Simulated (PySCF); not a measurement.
# Kr(34+) (krypton, charge +34) across methods

1s2, closed-shell 1S. Computed with PySCF 2.14 in an even-tempered Gaussian basis (15 s from 50 bohr⁻², ratio 2.2; 7 p from 76 bohr⁻², ratio 2.4; 4 d from 230 bohr⁻², ratio 2.4; 3 f from 340 bohr⁻², ratio 2.4; 3 g from 520 bohr⁻², ratio 2.4), with the non-relativistic Hamiltonian (point nucleus).

```json
{"method": "r2SCAN", "E (hartree)": "-1273.660", "mean ε 1s (eV)": "-16825.5", "Σ⟨r²⟩ (bohr²)": "0.004738", "⟨S²⟩": "0.000"}
{"method": "PBE0", "E (hartree)": "-1273.315", "mean ε 1s (eV)": "-16855.5", "Σ⟨r²⟩ (bohr²)": "0.004742", "⟨S²⟩": "0.000"}
{"method": "M06-2X", "E (hartree)": "-1273.564", "mean ε 1s (eV)": "-16907.1", "Σ⟨r²⟩ (bohr²)": "0.004742", "⟨S²⟩": "0.000"}
{"method": "UHF", "E (hartree)": "-1273.61047", "mean ε 1s (eV)": "-17025.2", "Σ⟨r²⟩ (bohr²)": "0.004734", "⟨S²⟩": "0.000"}
{"method": "PBE", "E (hartree)": "-1273.201", "mean ε 1s (eV)": "-16798.6", "Σ⟨r²⟩ (bohr²)": "0.004744", "⟨S²⟩": "0.000"}
{"method": "M06-L", "E (hartree)": "-1273.942", "mean ε 1s (eV)": "-16827.0", "Σ⟨r²⟩ (bohr²)": "0.004732", "⟨S²⟩": "0.000"}
```

Problem. Estimate the same row for LDA.

Solution. E (hartree) = -1270.725; mean ε 1s (eV) = -16770.6; Σ⟨r²⟩ (bohr²) = 0.004752; ⟨S²⟩ = 0.000.
